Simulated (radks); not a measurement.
Results of a calculation; reference values are marked as such.
Q: Valence configurations of the gold ion Au+ (all share [Xe]). Code: a radial shooting solver on a logarithmic mesh with Libxc functionals. Model: non-relativistic Kohn-Sham, TPSS, spin-polarised, spherical densities, point nucleus; open shells are filled with parallel spins first (spin-orbit coupling, left out, can overturn this in heavy ions); meta-GGA in the generalised Kohn-Sham scheme; relativity is left out, which matters for an element this heavy. Order these by energy: 4f12 5d10 6p2; 4f13 5d9 6p2; 4f14 5d7 6s1 6p2; 4f13 5d10 6p1; 4f14 5d10; 4f14 5d8 6p2; 4f14 5d9 6p1; 4f14 5d9 6s1; 4f12 5d10 6s2; 4f13.5 5d10 6s0.5.

A: From the lowest, in eV above it: 4f14 5d10 0.000; 4f14 5d9 6s1 5.884; 4f14 5d9 6p1 10.908; 4f14 5d8 6p2 23.738; 4f14 5d7 6s1 6p2 32.408; 4f13.5 5d10 6s0.5 47.503; 4f13 5d10 6p1 103.53; 4f13 5d9 6p2 118.15; 4f12 5d10 6s2 212.40; 4f12 5d10 6p2 222.71. NIST lists [Xe] 4f14 5d10 as the ground configuration; this level of theory agrees among the configurations tried. The energies are those of spherical high-spin densities, not of single terms. Relativity is left out, which favours d and f over s occupation in heavy atoms.
